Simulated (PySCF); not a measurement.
F₄W, neutral, multiplicity 3. Atoms are numbered in the order given.

```xyz
5

W      0.0000     0.0000     0.0000
F     -1.2341     1.3652     0.3522
F      1.2341    -1.3652     0.3522
F      1.2341     1.3652    -0.3522
F     -1.2341    -1.3652    -0.3522
```
Charge 0, spin multiplicity 3.

The structure is a stationary point at B3LYP-D3(BJ)/def2-SVP. The geometry has at least one imaginary mode, so it is a saddle point at that level. The spin state was assumed, not searched. The def2 effective core potentials stand for the cores of W; spin–orbit coupling is left out.

All values below come from B3LYP-D3(BJ)/def2-SVP in PySCF.

Frequencies are harmonic and unscaled.

Computed harmonic wavenumbers and intensities:
```tsv
mode	ν (cm⁻¹)	IR (km/mol)	moving atoms (share of kinetic energy)
1	46i	14.5	F 76 %, W 24 %
2	93	0.0	F 100 %
3	132	20.6	F 86 %, W 14 %
4	174	21.8	F 88 %, W 12 %
5	289	0.0	F 100 %
6	532	16.1	F 95 %
7	682	200.0	F 85 %, W 15 %
8	706	220.2	F 83 %, W 17 %
9	721	0.0	F 100 %
```
